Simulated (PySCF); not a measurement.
State search for SnCl

Unrestricted PBE0; basis Sn def2-SVPD with ECP28, Cl def2-SVPD; scalar-relativistic core potentials; PySCF 2.14. Outer shells of the fragments: Sn 4d10 5s2 5p2; Cl 3s2 3p5.

Followed along the bond (rough minima from three points):

```json
{"2Ms+1": "2", "unpaired": "π ↑", "⟨S²⟩ at the start": "0.75", "R at minimum (Å)": "2.42", "Te (eV)": "0.00"}
{"2Ms+1": "4", "unpaired": "σ ↑, π ↑↑", "⟨S²⟩ at the start": "3.75", "R at minimum (Å)": "2.45", "Te (eV)": "3.43"}
```

Solutions found at the starting distance of 2.320 Å, counted from the lowest of them; the search is not exhaustive and high or unbound solutions are not listed, so other states can lie among these:

```tsv
2Ms+1	unpaired	term	E (eV)	⟨S²⟩	⟨Lz²⟩	μ (D)
2	π ↑	²Π	0.00	0.75	1.01	-2.38
2	σ ↑	²Σ⁺	2.55	0.75	0.00	-1.02
4	σ ↑, π ↑↑	⁴Σ⁻	3.43	3.75	0.00	-1.20
2	σ ↑, π ↑↓	mixed	4.22	1.76	2.01	-0.66
2	σ ↓, π ↑↑	mixed	4.31	1.77	0.00	-0.30
4	π ↑↑↑	⁴Π	4.98	3.76	1.01	2.92
```

A term symbol is given only where ⟨S²⟩ and ⟨Lz²⟩ are close to those of a pure state; real π, δ and φ orbitals otherwise mix terms. A positive dipole means Sn(−)Cl(+).

Spin–orbit coupling is left out. Counting both spins, an empty level lies below a filled one in some of these solutions, because spin and occupation are held.
